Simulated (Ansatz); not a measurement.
Correlation energies of `[OH][Ti]12345678([F])([C@H]9[C@@H]1[C@@H]2[C@@H]3[C@H]94)[C@H]1[C@@H]5[C@@H]6[C@@H]7[C@H]18` by basis set

```tsv
atom	x (Å)	y (Å)	z (Å)
O1	0.101	1.775	1.321
Ti2	-0.262	0.467	0.041
F3	-1.575	1.328	-0.900
C4	2.008	1.056	-0.563
C5	1.172	1.523	-1.591
C6	0.587	0.402	-2.217
C7	1.042	-0.750	-1.563
C8	1.916	-0.345	-0.521
C9	-0.287	-1.731	0.981
C10	-1.414	-1.617	0.132
C11	-2.288	-0.674	0.705
C12	-1.693	-0.176	1.871
C13	-0.453	-0.832	2.045
H14	0.576	2.543	0.998
H15	2.583	1.662	0.122
H16	0.970	2.555	-1.836
H17	-0.148	0.436	-3.006
H18	0.768	-1.766	-1.801
H19	2.435	-0.991	0.168
H20	0.555	-2.389	0.830
H21	-1.580	-2.159	-0.787
H22	-3.203	-0.314	0.261
H23	-2.070	0.627	2.483
H24	0.261	-0.631	2.829
```

The species carries charge 0 and has multiplicity 1. Correlated methods include outer-core shells of Ti, which these sets cover unevenly. Scalar relativity is left out up to krypton. The geometry is a stationary point of PBE0-D4/def2-TZVP. It is one conformer, not always the lowest. Frozen core, restricted reference, Ansatz 0.2.0.

| basis | HF (Eh) | MP2 corr. |
| --- | --- | --- |
| def2-SVP | -1407.33313 | -2.08852 |
| def2-TZVPP | -1408.09780 | -2.60977 |
| def2-QZVPP | -1408.13562 | -2.78892 |

(1) Estimate the CCSD correlation energy and the (T) correction in each basis where they were run (hartree).

Results:

(1) 
```tsv
basis	CCSD corr.	(T)
def2-SVP	-2.10893	-0.10775
def2-TZVPP	-2.59667	-0.15149
```
